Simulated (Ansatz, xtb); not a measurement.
# Two isomers of C4H6BBrSi

We compare X, `B[Si]1(Br)C=CC=C1`, a singlet, with Y, `BC1=C[SiH](Br)C=C1`, a singlet. Both are isolated molecules in the gas phase, relaxed with r2SCAN-D4/def2-SVP; the shapes shown needn't be the lowest conformers.

X (Å):

```yaml
atoms:
  - { symbol: C, position_ang: [0.4716, -1.6953, 1.7803] }
  - { symbol: C, position_ang: [1.0478, -1.5772, 0.5547] }
  - { symbol: C, position_ang: [0.9470, -0.2666, -0.1165] }
  - { symbol: C, position_ang: [0.2835, 0.7173, 0.5439] }
  - { symbol: B, position_ang: [-2.3633, -0.4684, 1.9610] }
  - { symbol: Br, position_ang: [0.1993, 0.9784, 3.9880] }
  - { symbol: Si, position_ang: [-0.4051, -0.0681, 2.0984] }
  - { symbol: H, position_ang: [-3.1219, -0.4273, 2.8982] }
  - { symbol: H, position_ang: [-2.7816, -0.8273, 0.8859] }
  - { symbol: H, position_ang: [0.4817, -2.6262, 2.3523] }
  - { symbol: H, position_ang: [1.5812, -2.3991, 0.0598] }
  - { symbol: H, position_ang: [1.4028, -0.1288, -1.1054] }
  - { symbol: H, position_ang: [0.1419, 1.7175, 0.1275] }
```

Y (Å):

```xyz
13

C    -0.5648   -0.6014    0.5054
C     0.6501    0.0225    0.6208
C    -0.2973   -1.1241    2.8878
C    -1.0584   -1.2303    1.7738
B    -1.3366   -0.6464   -0.8388
Br    1.5110    1.7606    3.4366
Si    1.2413   -0.1979    2.3934
H    -2.3877   -1.2372   -0.9331
H    -0.8743   -0.0847   -1.8028
H     1.1180    0.5279   -0.2292
H     2.5212   -0.9498    2.5251
H    -0.5918   -1.5518    3.8492
H    -2.0236   -1.7529    1.7565
```

**Question.** Estimate E(Y) − E(X) at the level CCSD(T)/def2-SVP + ΔMP2/def2-TZVPP.

**Answer.** Calculated at CCSD(T)/def2-SVP + ΔMP2/def2-TZVPP: E(Y) − E(X) = −9.5 kcal/mol, so structure Y lies lower.

How the difference moves with the method:

| level | geometry | E(Y) − E(X) (kcal/mol) | departure from the last row (kcal/mol) | job, with rough time for the two |
| --- | --- | --- | --- | --- |
| GFN2-xTB | GFN2-xTB | −10.5 | −0.9 | optimisation, 0.23 s |
| HF/STO-3G | GFN2-xTB | −11.4 | −1.8 | single point, 1.5 s |
| r2SCAN-D4/def2-SVP//GFN2-xTB | GFN2-xTB | −11.3 | −1.8 | single point, 9.3 s |
| r2SCAN-D4/def2-SVP | r2SCAN-D4/def2-SVP | −8.8 | +0.7 | optimisation, 3.3 min |
| HF/def2-SVP | r2SCAN-D4/def2-SVP | −12.3 | −2.8 | part of the CCSD(T) run |
| MP2/def2-SVP | r2SCAN-D4/def2-SVP | −11.2 | −1.7 | part of the CCSD(T) run |
| CCSD(T)/def2-SVP | r2SCAN-D4/def2-SVP | −10.6 | −1.0 | single point |
| CCSD(T)/def2-SVP + ΔMP2/def2-TZVPP | r2SCAN-D4/def2-SVP | −9.5 |  | single point, 3.3 min |

As drawn, Y has 1 C–B, 1 Si–H in place of 1 B–Si, 1 C–H.

The levels shown agree on the order. The largest departure from CCSD(T)/def2-SVP + ΔMP2/def2-TZVPP is that of HF/def2-SVP, 2.8 kcal/mol. The last row adds to CCSD(T) the change of the MP2 difference between the two basis sets, here +1.0 kcal/mol.

With thermal terms from frequencies at re-optimised GFN2-xTB minima (ideal gas, soft modes damped towards free rotors, one conformer each, 298.15 K, 1 atm): on the last row, ΔE + ΔZPE = −10.7, ΔH = −10.9, ΔG = −10.5 kcal/mol.

The correlated steps freeze 19 core orbitals; the filled d shell of Br is correlated, in a basis made for valence electrons. Programs: Ansatz 0.2.0, xtb 6.7.1; the last row on 2 threads of Arm Neoverse V2 on a shared host.
